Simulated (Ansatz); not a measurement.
```yaml
crystal:
  periodic: [false, false, false]
  atoms:
    - {symbol: C, position_ang: [-0.734645, 0.259531, -0.744650]}
    - {symbol: In, position_ang: [0.042427, 1.459059, 0.900178]}
    - {symbol: Sn, position_ang: [1.009368, -1.327516, 0.322463]}
    - {symbol: H, position_ang: [-1.735151, -0.008146, -0.567259]}
    - {symbol: H, position_ang: [-0.309121, 0.421786, -1.663320]}
    - {symbol: H, position_ang: [0.310573, 2.821971, 1.773980]}
    - {symbol: H, position_ang: [1.762797, -1.738972, -0.825069]}
    - {symbol: H, position_ang: [-0.086591, -2.430205, 1.009840]}
basis:
  gaussian: {orbitals: def2-SVP}
magnetization: {spin_polarized: true, initial_magnetization: 1}
hamiltonian: {xc: {name: B3LYP5}}
scf: {lower_state_search: off}
output: {forces: true}
```

```sh
$ ansatz run in.yaml --threads 2 --pin off --events-out ev --progress --plain --max-ram 4352MiB
```

Shortened log:

```
Error: a molecule whose nuclei and cores have a total charge of 54 cannot have a net charge of 0 together with 1 unpaired electrons
```

In this input the number of unpaired electrons doesn't fit the electron count. The program refused the input.
